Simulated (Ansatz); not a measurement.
Molecule: PtH, charge 0, multiplicity 2. The spin state was set by rule; other spins were not relaxed. 
Coordinates optimised at B3LYP-D3(BJ)/def2-TZVP (Ansatz, an electronic-structure program):
SMILES: [PtH]
```xyz
2

Pt     0.0000     0.0000    -0.0194
H      0.0000     0.0000     1.5122
```
Charge 0, spin multiplicity 2.

Wanted: vertical ionisation energy (to the triplet state of charge +1; each state is the SCF solution reached for its spin; for the doublet the Hartree-Fock reference is unstable and T1 is 0.035), in eV. Cores are frozen in the correlated levels unless marked. Open shells are spin-unrestricted. Spin-orbit coupling is left out. Frozen are the shells of the preceding noble gas and the d and f shells that filled before the atom's block. Past Kr the def2 sets carry scalar-relativistic core potentials. 

| level | program | vertical ionisation energy (eV) |
|---|---|---|
| SVWN5/def2-TZVPD | Ansatz | 10.10 |
| PBE/def2-TZVPD | Ansatz | 9.69 |
| r2SCAN/def2-TZVPD | Ansatz | 9.39 |
| BHLYP/def2-TZVPD | Ansatz | 9.18 |
| wB97M-V/def2-TZVPD | Ansatz | 9.43 |
| CCSD/def2-SVPD | Ansatz | 8.99 |
| CCSD/def2-TZVPPD | Ansatz | 9.17 |
| CCSD(T)/def2-SVPD | Ansatz | 9.08 |
| CCSD(T)/def2-QZVPPD | Ansatz | 9.41 |
